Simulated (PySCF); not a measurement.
Sn(H)(F)2(vinyl) (C2H4F2Sn), SMILES C=[CH][SnH]([F])[F].

Geometry: PBE0-D3(BJ)/def2-SVP. The structure was generated by enumeration; whether it is a known compound was not checked. The def2 effective core potentials stand for the cores of Sn; spin–orbit coupling is left out. Other conformers were not sampled.

All values below come from PBE0-D3(BJ)/def2-SVP run with PySCF 2.14.0.

Frequencies are harmonic and unscaled.

Computed harmonic wavenumbers and intensities:
```json
[
 {"mode": "1", "ν (cm⁻¹)": "43", "IR (km/mol)": "0.9", "Raman (Å⁴/amu)": "6.9", "depolarisation": "0.75", "moving atoms (share of kinetic energy)": "C 43 %, H 29 %, F 23 %"},
 {"mode": "2", "ν (cm⁻¹)": "120", "IR (km/mol)": "16.4", "Raman (Å⁴/amu)": "1.5", "depolarisation": "0.68", "moving atoms (share of kinetic energy)": "F 45 %, Sn 24 %, C 17 %, H 14 %"},
 {"mode": "3", "ν (cm⁻¹)": "133", "IR (km/mol)": "0.6", "Raman (Å⁴/amu)": "4.8", "depolarisation": "0.75", "moving atoms (share of kinetic energy)": "F 41 %, H 27 %, C 25 %"},
 {"mode": "4", "ν (cm⁻¹)": "181", "IR (km/mol)": "17.8", "Raman (Å⁴/amu)": "1.4", "depolarisation": "0.67", "moving atoms (share of kinetic energy)": "F 87 %, Sn 8 %"},
 {"mode": "5", "ν (cm⁻¹)": "276", "IR (km/mol)": "10.9", "Raman (Å⁴/amu)": "7.6", "depolarisation": "0.47", "moving atoms (share of kinetic energy)": "C 61 %, H 19 %, F 10 %, Sn 10 %"},
 {"mode": "6", "ν (cm⁻¹)": "482", "IR (km/mol)": "17.2", "Raman (Å⁴/amu)": "2.7", "depolarisation": "0.75", "moving atoms (share of kinetic energy)": "H 66 %, C 32 %"},
 {"mode": "7", "ν (cm⁻¹)": "528", "IR (km/mol)": "106.8", "Raman (Å⁴/amu)": "7.6", "depolarisation": "0.32", "moving atoms (share of kinetic energy)": "H 50 %, C 36 %, Sn 13 %"},
 {"mode": "8", "ν (cm⁻¹)": "583", "IR (km/mol)": "48.4", "Raman (Å⁴/amu)": "27.6", "depolarisation": "0.39", "moving atoms (share of kinetic energy)": "H 62 %, C 32 %"},
 {"mode": "9", "ν (cm⁻¹)": "590", "IR (km/mol)": "79.1", "Raman (Å⁴/amu)": "17.3", "depolarisation": "0.75", "moving atoms (share of kinetic energy)": "H 92 %"},
 {"mode": "10", "ν (cm⁻¹)": "643", "IR (km/mol)": "46.2", "Raman (Å⁴/amu)": "7.8", "depolarisation": "0.18", "moving atoms (share of kinetic energy)": "F 85 %, Sn 11 %"},
 {"mode": "11", "ν (cm⁻¹)": "645", "IR (km/mol)": "61.8", "Raman (Å⁴/amu)": "3.3", "depolarisation": "0.75", "moving atoms (share of kinetic energy)": "F 84 %, Sn 16 %"},
 {"mode": "12", "ν (cm⁻¹)": "994", "IR (km/mol)": "8.3", "Raman (Å⁴/amu)": "3.3", "depolarisation": "0.69", "moving atoms (share of kinetic energy)": "H 86 %, C 14 %"},
 {"mode": "13", "ν (cm⁻¹)": "997", "IR (km/mol)": "27.9", "Raman (Å⁴/amu)": "0.4", "depolarisation": "0.75", "moving atoms (share of kinetic energy)": "H 72 %, C 28 %"},
 {"mode": "14", "ν (cm⁻¹)": "1024", "IR (km/mol)": "21.0", "Raman (Å⁴/amu)": "0.2", "depolarisation": "0.75", "moving atoms (share of kinetic energy)": "H 94 %"},
 {"mode": "15", "ν (cm⁻¹)": "1245", "IR (km/mol)": "11.1", "Raman (Å⁴/amu)": "10.9", "depolarisation": "0.12", "moving atoms (share of kinetic energy)": "H 73 %, C 27 %"},
 {"mode": "16", "ν (cm⁻¹)": "1415", "IR (km/mol)": "15.3", "Raman (Å⁴/amu)": "21.1", "depolarisation": "0.54", "moving atoms (share of kinetic energy)": "H 85 %, C 15 %"},
 {"mode": "17", "ν (cm⁻¹)": "1678", "IR (km/mol)": "3.9", "Raman (Å⁴/amu)": "5.6", "depolarisation": "0.13", "moving atoms (share of kinetic energy)": "C 85 %, H 15 %"},
 {"mode": "18", "ν (cm⁻¹)": "1974", "IR (km/mol)": "105.0", "Raman (Å⁴/amu)": "204.4", "depolarisation": "0.20", "moving atoms (share of kinetic energy)": "H 99 %"},
 {"mode": "19", "ν (cm⁻¹)": "3139", "IR (km/mol)": "5.6", "Raman (Å⁴/amu)": "126.9", "depolarisation": "0.15", "moving atoms (share of kinetic energy)": "H 95 %"},
 {"mode": "20", "ν (cm⁻¹)": "3199", "IR (km/mol)": "1.0", "Raman (Å⁴/amu)": "135.9", "depolarisation": "0.35", "moving atoms (share of kinetic energy)": "H 91 %, C 9 %"},
 {"mode": "21", "ν (cm⁻¹)": "3234", "IR (km/mol)": "1.2", "Raman (Å⁴/amu)": "103.2", "depolarisation": "0.54", "moving atoms (share of kinetic energy)": "H 89 %, C 11 %"}
]
```
